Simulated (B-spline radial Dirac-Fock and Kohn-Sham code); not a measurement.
# X-ray form factors of thallium in several charge states

Calculated with an atomic code on a B-spline grid, using Dirac-Fock orbitals of the configuration average with a finite nucleus.

Configurations: Tl⁶⁺ [Xe] 4f14 5d7; Tl⁸⁺ [Xe] 4f14 5d5; Tl⁹⁺ [Xe] 4f14 5d4; Tl¹⁰⁺ [Xe] 4f14 5d3; Tl¹¹⁺ [Xe] 4f14 5d2; Tl¹³⁺ [Xe] 4f14. The first column is f₀ of Tl⁶⁺, the others are differences from it.

| s (Å⁻¹) | Tl⁶⁺ | Δ Tl⁸⁺ | Δ Tl⁹⁺ | Δ Tl¹⁰⁺ | Δ Tl¹¹⁺ | Δ Tl¹³⁺ |
| --- | --- | --- | --- | --- | --- | --- |
| 0 | 75.000 | -2.000 | -3.000 | -4.000 | -5.000 | -7.000 |
| 0.05 | 74.485 | -1.918 | -2.883 | -3.850 | -4.819 | -6.763 |
| 0.1 | 72.995 | -1.691 | -2.554 | -3.427 | -4.308 | -6.092 |
| 0.15 | 70.682 | -1.361 | -2.075 | -2.807 | -3.556 | -5.096 |
| 0.2 | 67.762 | -0.987 | -1.527 | -2.093 | -2.683 | -3.925 |
| 0.25 | 64.469 | -0.625 | -0.991 | -1.387 | -1.811 | -2.735 |
| 0.3 | 61.024 | -0.318 | -0.527 | -0.767 | -1.036 | -1.654 |
| 0.35 | 57.602 | -0.088 | -0.172 | -0.282 | -0.419 | -0.768 |
| 0.4 | 54.325 | +0.063 | +0.068 | +0.054 | +0.019 | -0.113 |
| 0.45 | 51.261 | +0.144 | +0.204 | +0.251 | +0.286 | +0.312 |
| 0.5 | 48.440 | +0.172 | +0.256 | +0.337 | +0.412 | +0.538 |
| 0.6 | 43.499 | +0.134 | +0.213 | +0.298 | +0.388 | +0.575 |
| 0.7 | 39.334 | +0.060 | +0.102 | +0.153 | +0.211 | +0.348 |
| 0.8 | 35.731 | +0.002 | +0.009 | +0.022 | +0.041 | +0.098 |
| 0.9 | 32.536 | -0.029 | -0.042 | -0.054 | -0.063 | -0.071 |
| 1 | 29.668 | -0.037 | -0.058 | -0.080 | -0.102 | -0.146 |
| 1.1 | 27.097 | -0.032 | -0.052 | -0.074 | -0.098 | -0.152 |
| 1.2 | 24.816 | -0.022 | -0.037 | -0.054 | -0.074 | -0.121 |
| 1.4 | 21.107 | -0.004 | -0.008 | -0.013 | -0.020 | -0.039 |
| 1.6 | 18.423 | +0.004 | +0.006 | +0.007 | +0.008 | +0.008 |
